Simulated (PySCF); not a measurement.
Ge(H)2(Br)(Me) (CH5BrGe), SMILES [CH3][GeH2][Br]. Geometry: PBE0-D3(BJ)/def2-SVP.

Method: PBE0-D3(BJ)/def2-SVP (PySCF).

Harmonic wavenumbers (cm⁻¹): 133, 147, 303, 446, 617, 619, 701, 846, 861, 877, 1256, 1425, 1432, 2165, 2170, 3069, 3182, 3195. Rotational constants (GHz): 10.53, 1.863, 1.632; symmetry number 1.

**Question.** Work out the zero-point energy and the ideal-gas rigid-rotor harmonic-oscillator thermochemistry at 298.15 K and 1 atm.

**Answer.** ZPE = ½ Σ hcν = ½ × 23445 cm⁻¹ = 140.23 kJ/mol. H − E(el) = 157.06 kJ/mol. Entropy in J/(mol K): translation 172.77, rotation 111.75, vibration 39.80, total 324.32. G − E(el) = 60.36 kJ/mol. Cp = 82.30 J/(mol K). Modes under 150 cm⁻¹ make the vibrational entropy uncertain.
